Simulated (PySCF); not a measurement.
**Ionising IF**

MN15; basis I def2-SVP with ECP28, F def2-SVP; scalar-relativistic core potentials; PySCF 2.14. Neutral (UKS): singlet (closed shell), Re = 1.936 Å, ωe = 639 cm⁻¹, De = 2.63 eV, HOMO -8.54 eV, LUMO -2.66 eV.

IF⁺ (UKS): doublet (π ↑), Re = 1.870 Å, ωe = 726 cm⁻¹, De = 2.40 eV to I⁺ + F. The energies at the minima are -396.59978 hartree for IF and -396.21026 for IF⁺.

(1) Work out the adiabatic ionisation energy, without and with harmonic zero-point energies (1 hartree = 27.2114 eV, 1 eV = 8065.5 cm⁻¹), and the change of the bond length.

These are scalar-relativistic numbers at best; spin–orbit coupling would shift them, the dissociation energy most. For an ion De counts to the pair picked by the measured ionisation energies or electron affinities, which need not be the lowest pair at this level. States were picked by a PBE0 search and need not be the measured ground states.

Results:

(1) At MN15: 0.38952 hartree = 10.599 eV between the minima; the zero-point term (726.0 − 639.0)/2 cm⁻¹ = +0.005 eV makes it 10.605 eV. Re changes by -6.6 pm against the neutral. Minus the HOMO energy is 8.54 eV, -2.06 eV from the value between the minima; self-interaction puts the Kohn–Sham level too high, less so with exact exchange. The electron leaves a π orbital, and the shorter bond of the ion fits an antibonding orbital, or a change in how ionic the bond is.
